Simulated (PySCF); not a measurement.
Geometry (Å), atoms numbered from 1 in this order:
```xyz
12

Si    0.8430   -0.0975   -1.9004
O     0.6753   -0.0218   -0.2472
C    -0.5683    0.0504    0.4083
C    -0.3510    0.0472    1.9028
H    -1.1095    0.9687    0.1056
H    -1.2090   -0.8055    0.1168
H    -1.3119    0.1000    2.4366
H     0.1721   -0.8697    2.2120
H     0.2641    0.9084    2.2029
H     2.3017   -0.1800   -2.1773
H     0.2634    1.1189   -2.5548
H     0.1455   -1.3017   -2.4542
```

Isolated molecule, a single conformation, rapidly exchanging positions averaged, no relativistic terms. PBE0-D3(BJ)/def2-SVP geometry; σ from GIAO-B3LYP/pcSseg-1; PySCF 2.14.0 with density-fitted response routines.

References, each an isolated molecule treated in the same way: TMS for ¹³C (σref 179.24) and ¹H (σref 31.38) and ²⁹Si (σref 337.86); ¹⁷O (σref 334.04) against H2O.

```csv
atoms,nucleus,count,δ (ppm)
Si1,²⁹Si,1,-38.1
C3,¹³C,1,?
H7/H8/H9,¹H,3,?
O2,¹⁷O,1,31.3
H10/H11/H12,¹H,3,4.70
H5/H6,¹H,2,3.62
C4,¹³C,1,20.8
```

Q: Complete the table.

A: 
- C3: 65.2 ppm, carbon bonded to C, O, 2 H
- H7/H8/H9: 1.29 ppm, hydrogen on a carbon bonded to C

Shifts are as computed. Against solution values, carbons near 30 ppm lie about +2 ppm off and those near 130 ppm about +6 ppm. Of 1211 compounds with measured shifts, 218 miss one by over three times the rms of a fit or turn the order of signals round; such compounds aren't used in these exercises. Experimental scales use liquid or dissolved standards, which lie at an offset from isolated H2O (liquid H2O: subtract about 36 ppm).
